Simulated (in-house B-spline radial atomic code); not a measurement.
# Binding energies in Ta⁵⁺

NIST's tabulated ground configuration is [Xe] 4f14; each binding energy is the energy of the ion with one electron taken from that subshell, relaxed, less that of the parent. All numbers are computed (Dirac-Hartree-Fock, average of configuration; Fermi nucleus of rms radius 5.3507 fm) with an all-electron radial atomic-structure program (B-spline basis), not measured. Energies include first-order Breit, QED and recoil terms.

```csv
subshell,X-ray name,binding energy (eV),-ε (eV),relaxation (eV)
1s,K,67479.2,67898.2,85.3
2s,L1,11757,11848.1,50.2
2p1/2,L2,11205.7,11300.4,54.6
3s,M1,2783.2,2819.1,27.6
3p1/2,M2,2540.5,2576.7,28.6
3p3/2,M3,2266.6,2298.3,27.1
3d3/2,M4,1862,1894.6,29.7
3d5/2,M5,1803.6,1834.6,29.1
4s,N1,640.2,652.2,10.2
4p1/2,N2,539.7,551.2,10.0
4p3/2,N3,476.8,486.5,8.9
4d3/2,N4,311.3,320.1,8.5
4d5/2,N5,299.8,308.0,8.1
5s,O1,142.1,143.5,1.1
5p1/2,O2,109,110.2,1.0
5p3/2,O3,99.46,100.33,0.78
4f5/2,N6,92.65,99.23,6.72
4f7/2,N7,90.76,97.07,6.52
```

Relaxation = -ε minus the binding energy without Breit, QED and recoil terms.

Emission lines follow as differences of binding energies, with λ = 12398.42 eV·Å / E:

```json
{"line": "K-L2", "holes": "1s → 2p1/2", "energy (eV)": "56273.5", "wavelength (Å)": "0.22032"}
{"line": "K-M3", "holes": "1s → 3p3/2", "energy (eV)": "65212.6", "wavelength (Å)": "0.19012"}
{"line": "L2-M4", "holes": "2p1/2 → 3d3/2", "energy (eV)": "9343.7", "wavelength (Å)": "1.3269"}
{"line": "L1-M3", "holes": "2s → 3p3/2", "energy (eV)": "9490.4", "wavelength (Å)": "1.3064"}
{"line": "L2-N4", "holes": "2p1/2 → 4d3/2", "energy (eV)": "10894.4", "wavelength (Å)": "1.1381"}
{"line": "M5-N7", "holes": "3d5/2 → 4f7/2", "energy (eV)": "1712.8", "wavelength (Å)": "7.2385"}
{"line": "M4-N6", "holes": "3d3/2 → 4f5/2", "energy (eV)": "1769.3", "wavelength (Å)": "7.0073"}
```

Q: What does it cost to remove both a 4d5/2 and a 4d3/2 electron?

A: 641.32 eV, which is 30.2 eV more than the two single binding energies together.

Q: What does it cost to remove both a 4p1/2 and a 5s electron?

A: 703.77 eV, which is 21.97 eV more than the two single binding energies together.
